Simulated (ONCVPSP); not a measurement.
## u(r) = r·R(r): atom against pseudo-atom (F (Z = 9))

Columns: radius, all-electron u(r) and pseudo u(r) of the 2s shell (level -47.18 eV) of fluorine in the configuration [He] 2s2 2p4; PBEsol, scalar-relativistic, ONCV scheme, ONCVPSP 4.0.1.

```csv
r (bohr),all-electron,pseudo
0.072,-0.4552,0.0686
0.145,-0.3786,0.1540
0.217,-0.1120,0.2665
0.290,0.1949,0.4091
0.362,0.4679,0.5639
0.435,0.6903,0.7187
0.507,0.8517,0.8552
0.580,0.9608,0.9607
0.652,1.0230,1.0229
0.725,1.0491,1.0491
0.798,1.0467,1.0467
0.870,1.0236,1.0235
0.942,0.9857,0.9857
1.015,0.9372,0.9371
1.088,0.8823,0.8822
1.160,0.8247,0.8247
1.232,0.7659,0.7659
1.305,0.7066,0.7066
1.378,0.6488,0.6488
1.450,0.5940,0.5940
1.522,0.5420,0.5419
1.595,0.4923,0.4923
1.668,0.4460,0.4460
1.740,0.4037,0.4036
1.812,0.3646,0.3646
1.885,0.3282,0.3282
```

How many radial nodes do the two functions have?

The all-electron 2s function has n − l − 1 = 1; the pseudo-wave has 0, since the states of the same l below it are removed with the core.

At about which radius was the pseudo-wave matched?

0.60 bohr, where the columns begin to agree (steps of 0.07 bohr).

Is the pseudo-wave norm-conserving?

Yes: the ONCV scheme keeps the norm inside the radius equal to the all-electron one, which fixes the energy derivative of the logarithmic derivative at the level.
